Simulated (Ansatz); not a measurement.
Ansatz results at the PBE0-D4/def2-TZVP geometry: size of the dipole moment (ωB97M-V/def2-TZVPP) 2.31 D; LUMO energy (PBE/def2-TZVPP) -1.96 eV; HOMO–LUMO gap (PBE0/def2-TZVPP) 6.49 eV.

Each molecule was computed in one conformer, which needn't be the lowest.

Which molecule gave them?
A. `OC(F)(S)[SiH2]Cl`
B. `N=C(O)C[SiH2]Cl`
C. `[CH3][AlH][CH2]CCl`
D. `C/C(Cl)=C\Cl`

C. The others give `C/C(Cl)=C\Cl`: 0.71, -1.28, 6.77; `N=C(O)C[SiH2]Cl`: 0.49, -1.04, 7.96; `OC(F)(S)[SiH2]Cl`: 1.21, -1.49, 7.08.
